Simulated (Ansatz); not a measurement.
```yaml
crystal:
  periodic: [false, false, false]
  atoms:
    - {symbol: B, position_ang: [-1.385985, -0.549872, -0.787075]}
    - {symbol: N, position_ang: [-1.111448, -0.916368, 0.765411]}
    - {symbol: B, position_ang: [1.164952, -0.927159, -0.791141]}
    - {symbol: N, position_ang: [-0.002616, -0.003772, -1.282608]}
    - {symbol: N, position_ang: [1.353400, -0.502505, 0.759438]}
    - {symbol: B, position_ang: [0.002686, 0.003953, 1.369135]}
    - {symbol: B, position_ang: [0.216187, 1.470335, -0.796295]}
    - {symbol: N, position_ang: [-0.237307, 1.425323, 0.756893]}
    - {symbol: H, position_ang: [-1.731343, -1.560173, -1.381035]}
    - {symbol: H, position_ang: [-2.254967, 0.320633, -0.800320]}
    - {symbol: H, position_ang: [-0.812315, -1.891170, 0.817527]}
    - {symbol: H, position_ang: [-1.980405, -0.863177, 1.293659]}
    - {symbol: H, position_ang: [0.846017, -2.115130, -0.800040]}
    - {symbol: H, position_ang: [2.209270, -0.722069, -1.391242]}
    - {symbol: H, position_ang: [-0.004631, -0.006775, -2.299967]}
    - {symbol: H, position_ang: [1.744303, -1.280612, 1.287365]}
    - {symbol: H, position_ang: [2.048526, 0.243831, 0.806379]}
    - {symbol: H, position_ang: [0.005059, 0.007571, 2.592335]}
    - {symbol: H, position_ang: [-0.486809, 2.270710, -1.394614]}
    - {symbol: H, position_ang: [1.404466, 1.787815, -0.812546]}
    - {symbol: H, position_ang: [-1.230949, 1.654315, 0.808418]}
    - {symbol: H, position_ang: [0.243897, 2.154306, 1.280333]}
basis:
  gaussian: {orbitals: def2-TZVPD}
total_charge: -1
magnetization: {spin_polarized: true, initial_magnetization: 1}
hamiltonian: {xc: pbe0, dispersion: d4}
scf: {omitted_lower_state_checks: [starts]}
output: {orbitals: {seedname: orbitals}}
```

```sh
$ ansatz run in.yaml --threads 4 --pin off --events-out ev --progress --plain --max-ram 4787MiB
```

Does this run fit into the memory that it is given?

No. It has 422 basis functions, and Ansatz plans for 4.81 GiB where 4.67 GiB are given.
